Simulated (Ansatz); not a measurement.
Isomers of C2H10AlNSi, relaxed with PBE0-D4/def2-TZVP in Ansatz; electronic energies, one conformer each and not always the lowest. Functionals use def2-TZVPP; CBS adds triple-zeta CCSD(T) − MP2 to the MP2 limit of def2-TZVPP and def2-QZVPP.

Question: Order them by energy at frozen-core CCSD(T)/CBS, lowest first. (Best estimate.)
A. `C[NH][Al]([CH3])[SiH3]`
B. `C[SiH](C)[NH][AlH2]`
C. `C[SiH2][N](C)[AlH2]`

Answer: B (0.0 kJ/mol), C (92.9 kJ/mol), A (135.8 kJ/mol).

Question: How do HF/CBS(def2), ωB97M-V, B2PLYP, r2SCAN-D4 place them (kJ/mol, against `C[SiH](C)[NH][AlH2]`)? (Best estimate.)

Answer: The calculation gave: 
```tsv
isomer	HF/CBS(def2)	ωB97M-V	B2PLYP	r2SCAN-D4
`C[NH][Al]([CH3])[SiH3]`	146.3	141.3	133.1	130.1
`C[SiH2][N](C)[AlH2]`	91.6	93.2	91.9	95.0
```
